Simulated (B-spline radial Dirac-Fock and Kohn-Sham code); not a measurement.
## Photoionisation of carbon ions at Ag Kα (22162.9 eV)

Method: a relativistic central-field model (Hartree-Slater potential of the initial state, Latter tail, multipole expansion of the photon field, Dirac-Fock thresholds). Computed with a radial atomic solver. Cross sections in kb; a dash marks an empty subshell or a threshold above the photon energy.

```
ion  configuration     total       1s        2s     2p1/2     2p3/2
  C   [He] 2s2 2p2  0.003101  0.00294  0.000156  1.33e-07  2.56e-07
 C⁺   [He] 2s2 2p1  0.003128  0.00295  0.000180  8.76e-08  1.69e-07
C²⁺       [He] 2s2  0.003166  0.00296  0.000208         –         –
```
